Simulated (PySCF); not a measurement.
Computed shifts of a molecule C₃H₇FSi, PBE/pcSseg-1 (PySCF), GIAO, gas phase, atoms alike by connectivity averaged where their shifts nearly agree, in ppm (number of nuclei): ²⁹Si: 2.2 (1). ¹⁹F: -234.5 (1). ¹³C: 136.0 (1), 126.2 (1), 28.1 (1). ¹H: 6.05 (1), 5.60 (2), 5.25 (2), 2.39 (2). References: ²⁹Si against TMS (σ = 335.4 ppm); ¹⁹F against CFCl3 (σ = 133.6 ppm); ¹³C against TMS (σ = 182.0 ppm); ¹H against TMS (σ = 31.49 ppm), references at their B3LYP-D3(BJ)/def2-TZVP geometries, non-relativistic. Coordinates come from a B3LYP-D3(BJ)/def2-SVP optimisation. The values are those of a single conformer.

Q: Pick the molecule that these values belong to.
(A) FC1([SiH3])CC1
(B) F[SiH]1CCC1
(C) C=CC[SiH2]F
(D) C=C[SiH2]CF

A: C, C=CC[SiH2]F
